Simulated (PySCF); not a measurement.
A structure optimised at PBE-D3(BJ)/def2-SVP, used in a PySCF frequency run:

```
C
C 1 1.3616
H 2 1.1098 1 118.42
C 2 1.4972 3 114.15 1 179.68
H 4 1.1068 2 113.46 3 -177.66
H 4 1.1116 5 107.70 2 -122.18
H 4 1.1117 5 108.92 6 -114.40
Si 1 1.8768 2 122.64 3 -178.69
H 8 1.5015 1 109.00 2 179.88
H 8 1.5033 9 109.40 1 123.27
Si 1 1.8835 2 120.00 3 0.75
H 11 1.5062 1 109.38 2 -0.66
H 11 1.5063 12 109.43 3 -121.24
H 11 1.5072 12 109.09 13 -116.98
Cl 8 2.0961 9 107.39 10 115.59
```
Charge 0, spin multiplicity 1.

Task: Write its SMILES and formula.

Result: C/C=C(/[SiH3])[SiH2]Cl, C3H9ClSi2

Task: What are its rotational constants (standard atomic weights)?

Result: 2.2421, 1.1300, 0.84912 GHz
